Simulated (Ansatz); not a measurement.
Geometry optimisation, Ansatz 0.2.0, RKS B3LYP/def2-SVP.

The input (input.yaml):

```yaml
crystal:
  periodic: [false, false, false]
  atoms:
    - { symbol: B, position_ang: [0.0, 0.0, 0.0] }
    - { symbol: O, position_ang: [0.0, 0.0, 1.76] }
    - { symbol: H, position_ang: [-0.9095, -0.2814, 2.0971] }
    - { symbol: Cl, position_ang: [1.6108, 0.0, -0.93] }
    - { symbol: Cl, position_ang: [-1.6108, 0.0, -0.93] }
    - { symbol: H, position_ang: [0.3178, 1.3778, 0.4698] }
    - { symbol: H, position_ang: [0.2587, 1.1216, 1.3187] }
basis:
  gaussian: { orbitals: def2-SVP }
hamiltonian:
  xc: b3lyp
relax:
  f_tol: 0.15
  max_steps: 25
  restrain:
    - { distance: [0, 5], at: 1.19, k: 30.0 }
    - { distance: [6, 1], at: 1.01, k: 30.0 }
    - { distance: [0, 1], at: 2.61, k: 30.0 }
    - { distance: [6, 5], at: 1.86, k: 30.0 }
```

Run as:

```bash
$ ansatz run input.yaml --threads 1 --pin off --max-ram 2048MiB --backend cpu --events-out ev --progress --plain --runs-dir out
```

Where does it end, and by what steps?

It converged. The restraints hold the end off the free minimum. After 8 steps the energy has fallen by 2.534 eV (the restraints' own energy left out); B1 moved furthest, 0.69 Å.

| step | energy less start (eV) | largest force component (eV/Å) | accepted |
| --- | --- | --- | --- |
| 0 | 0.0000 | 3.395 | yes |
| 1 | -0.4706 | 4.357 | yes |
| 2 | -1.4306 | 3.385 | yes |
| 3 | -2.1115 | 1.226 | yes |
| 4 | -2.4547 | 1.014 | yes |
| 5 | -2.4884 | 1.183 | yes |
| 6 | -2.4979 | 1.043 | yes |
| 7 | -2.5262 | 0.756 | yes |
| 8 | -2.5342 | 0.818 | yes |

```xyz
7
Properties=species:S:1:pos:R:3
B 0.137 0.487 -0.468
O 0.063 -0.016 2.089
H -0.859 -0.302 2.164
Cl 1.569 -0.320 -1.057
Cl -1.469 -0.104 -0.884
H 0.234 1.536 0.094
H -0.009 0.936 1.846
```

The run took 53 s on 1 thread of Intel(R) Xeon(R) Platinum 8175M CPU @ 2.50GHz (Skylake/Cascade Lake), with other jobs on the host, peak memory 0.17 GiB.
